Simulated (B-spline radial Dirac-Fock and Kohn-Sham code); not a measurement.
What relativity does to the binding energies of Ta³⁴⁺

System: tantalum as Ta³⁴⁺ in the configuration [Kr] 4d3.

Both columns are ΔSCF binding energies of the configuration average from a B-spline atomic structure program: non-relativistic Hartree-Fock with a point nucleus, and Dirac-Fock with a finite nucleus and the Coulomb interaction alone, averaged over the two j levels with weights 2j+1.

```
shell  Hartree-Fock (eV)  Dirac-Fock (eV)  shift (eV)  shift (%)
   1s            63832.6          69164.6    +5332.02      +8.35
   2s            11740.9          13153.2    +1412.37     +12.03
   2p            11285.3          11754.4     +469.17      +4.16
   3s             3753.5           4110.1     +356.56      +9.50
   3p             3545.9           3680.2     +134.33      +3.79
   3d             3165.2           3150.1      -15.01      -0.47
   4s             1675.2           1788.4     +113.20      +6.76
   4p             1578.6           1623.2      +44.62      +2.83
   4d             1425.0           1424.8       -0.24      -0.02
```

Relativity binds 1s, 2s, 2p, 3s, 3p, 4s, 4p more strongly, among those listed most of all 2s in relative terms, and 3d, 4d more weakly, because the contracted s and p shells screen the nucleus better.

Values without a named source are computed, but for edge energies of neutral atoms, which are taken from tables.
